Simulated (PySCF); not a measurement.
Gas-phase reaction: SnO₂ + CO ⇌ SnO + CO₂

Method: PySCF energies plus ideal-gas RRHO corrections (1 bar). † marks an energy on the PBE0/def2-TZVP geometry and frequencies. CCSD(T) freezes the core. All species are closed-shell singlets. Sn: scalar-relativistic def2 core potential, no spin-orbit coupling. SnO₂: computed as isolated molecules; such fragments, hydroxides, amides, oligomers or adducts are transient or little studied in the gas. CCSD(T) isn't extrapolated to the basis-set limit. Warning, large T1 diagnostic: SnO, SnO₂ (CCSD(T)/def2-TZVPP†).

```
level                ΔH°(298 K), kJ
-------------------  --------------
CCSD(T)/def2-TZVPP†            -288
M06-2X/def2-TZVP†        (withheld)
PBE/def2-TZVP†                 -314
PBE0/def2-QZVP†                -324
ωB97X-V/def2-TZVP†       (withheld)
```

What belongs in the gaps?


- M06-2X/def2-TZVP†, ΔH°(298 K), kJ: -294
- ωB97X-V/def2-TZVP†, ΔH°(298 K), kJ: -307
